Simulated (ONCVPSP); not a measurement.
u(r) = r·R(r): atom against pseudo-atom (Zr (Z = 40))

Columns: radius, all-electron u(r) and pseudo u(r) of the 4d shell (level -3.74 eV) of zirconium in the configuration [Ar] 3d10 4s2 4p6 4d2 5s2; LDA (Perdew-Zunger), scalar-relativistic, ONCV scheme, ONCVPSP 4.0.1.

```
r (bohr)  all-electron  pseudo
   0.120       -0.1326  0.0021
   0.240       -0.2897  0.0162
   0.360       -0.2726  0.0510
   0.480       -0.1420  0.1101
   0.600        0.0279  0.1906
   0.720        0.1948  0.2852
   0.840        0.3397  0.3837
   0.960        0.4562  0.4760
   1.080        0.5441  0.5542
   1.200        0.6065  0.6139
   1.320        0.6472  0.6543
   1.440        0.6706  0.6770
   1.560        0.6804  0.6854
   1.680        0.6798  0.6830
   1.800        0.6713  0.6730
   1.920        0.6571  0.6578
   2.040        0.6389  0.6391
   2.160        0.6179  0.6179
   2.280        0.5951  0.5951
   2.400        0.5712  0.5712
   2.520        0.5469  0.5468
   2.640        0.5224  0.5224
   2.760        0.4981  0.4981
   2.880        0.4743  0.4743
   3.000        0.4510  0.4510
   3.120        0.4284  0.4284
```

Task: How many radial nodes do the two functions have?

Result: The all-electron 4d function has n − l − 1 = 1; the pseudo-wave has 0, since the states of the same l below it are removed with the core.

Task: At about which radius was the pseudo-wave matched?

Result: 2.40 bohr. The columns agree to 0.0005 from 2.04 bohr on; several derivatives are matched, so the curves merge somewhat inside the radius.

Task: Where does each function peak?

Result: Outermost all-electron maximum near 1.56 bohr, pseudo maximum near 1.56 bohr (to the table’s step).

Task: Is the pseudo-wave norm-conserving?

Result: Yes: the ONCV scheme keeps the norm inside the radius equal to the all-electron one, which fixes the energy derivative of the logarithmic derivative at the level.
